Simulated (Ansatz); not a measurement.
A set of 12 reactions (ligand exchange), with CCSD(T)/CBS values in kJ/mol:

| reaction | ΔE |
| --- | --- |
| `C=NB(F)[SiH3]` + `F[SiH](F)S` → `F[SiH](F)S[SiH3]` + `C=NBF` | -79.2 |
| `[CH3][AlH][O][SiH3]` + `C[O][Ga]([OH])[SH]` → `C[O][Ga]([SH])[O][SiH3]` + `[CH3][AlH][OH]` | 8.4 |
| `[CH3][SnH]([NH2])[F]` + H₂S → `[CH3][SnH]([F])[SH]` + NH₃ | -66.2 |
| `OC[SiH2]O[SiH3]` + `[NH2][GeH2][OH]` → `[OH][GeH2][NH][SiH3]` + `OC[SiH2]O` | 46.2 |
| `BN(C=C)[SiH2][SiH3]` + `O=CO` → `O=CO[SiH2][SiH3]` + `BNC=C` | -47.6 |
| `N[Si@H](F)N[Si@@H](N)Cl` + HBr → `N[SiH](F)Br` + `N[SiH](N)Cl` | -22.8 |
| `C[SiH2]C1=C[SiH2]1` + `[NH2][GeH3]` → `C[SiH2][NH][GeH3]` + `C1=C[SiH2]1` | -37.4 |
| `[AlH2][CH2][GeH3]` + `N[SiH2]F` → `F[SiH2][NH][AlH2]` + `[CH3][GeH3]` | -97.9 |
| `C[CH2][InH][OH]` + HBr → `[OH][InH][Br]` + `CC` | -165.2 |
| `C[SiH2]OP` + CH₃NH₂ → `CNP` + `C[SiH2]O` | 12.4 |
| `BC(C)=C=C` + `O[SiH]([SiH3])Cl` → `BO[SiH]([SiH3])Cl` + `C=C=CC` | -97.3 |
| `F[Si](F)(Cl)[NH][GeH2][Cl]` + H₂S → `F[Si](F)(S)Cl` + `[NH2][GeH2][Cl]` | 24.7 |

Calculated with Ansatz (gas phase, PBE0-D4/def2-TZVP geometries, no zero-point term in ΔE). CCSD(T)/CBS is the MP2 limit (def2-TZVPP, def2-QZVPP) plus CCSD(T) − MP2 in def2-TZVPP, frozen cores. This one scheme is used for every species. DFT in def2-TZVPP. B3LYP here is the variant with VWN-RPA as its local correlation; programs differ in this. Elements past krypton have def2 core potentials. For Br, Ga, Ge, In, Sn outer-core shells are correlated without core-valence functions, which leaves a few kJ/mol of doubt a bond. Scalar relativity is left out up to krypton. Each species was taken in one conformer, which may not be the lowest.

Give the mean, mean absolute and largest difference (level minus CCSD(T)/CBS, kJ/mol) for: r2SCAN-D4, PBE0-D4, B3LYP-D4, ωB97M-V, PBE, r2SCAN, MP2/def2-TZVPP, SCS-MP2/def2-TZVPP, CCSD/def2-TZVPP, CCSD(T)/def2-TZVPP, HF/def2-QZVPP, MP2/def2-QZVPP, HF/CBS(def2), MP2/CBS(def2). (Estimate.)

Computed: 
```csv
level,mean,mean absolute,largest
r2SCAN-D4,-1.2,3.5,-8.1
PBE0-D4,-0.5,4.4,-8.5
B3LYP-D4,0.0,2.3,3.4
ωB97M-V,-0.7,0.8,-2.2
PBE,-1.0,8.3,-20.6
r2SCAN,-1.8,4.3,-10.1
MP2/def2-TZVPP,0.0,2.2,-5.8
SCS-MP2/def2-TZVPP,0.0,2.1,-4.8
CCSD/def2-TZVPP,0.9,2.8,6.0
CCSD(T)/def2-TZVPP,1.3,2.5,6.5
HF/def2-QZVPP,-4.8,10.7,-34.6
MP2/def2-QZVPP,-0.7,2.1,-8.4
HF/CBS(def2),-4.7,10.8,-34.5
MP2/CBS(def2),-1.4,2.9,-10.0
```

The largest T1 diagnostic in the set is 0.016, for `O=CO` (customary mark 0.02).

CCSD(T)/CBS is a level of theory with its own doubt, and the functionals carry their triple-zeta basis error, so these figures describe this set and don't rank the functionals.
